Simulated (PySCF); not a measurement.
GeF₂, SMILES [F][Ge][F] (connectivity only; charge and spin as stated), neutral, multiplicity 1. The structure is a stationary point at B3LYP-D3(BJ)/def2-TZVP. The isomer is the one that the SMILES or the coordinates give; other isomers of the formula were not compared.

TDA-CAM-B3LYP/def2-SVPD (PySCF) puts the lowest singlet excitations at 5.71, 7.02, 7.73, 8.12, 8.42, 8.65 eV.

Task: What are the lowest excitation roots from ADC(2)/aug-cc-pVDZ (PySCF)? (Estimate from the structure and the level; the computed values follow.)

Result: 5.27, 7.15, 7.74, 7.83, 7.88, 8.13 eV. S1 differs by -0.44 eV (second minus first; roots are paired by order, and the bases may differ).
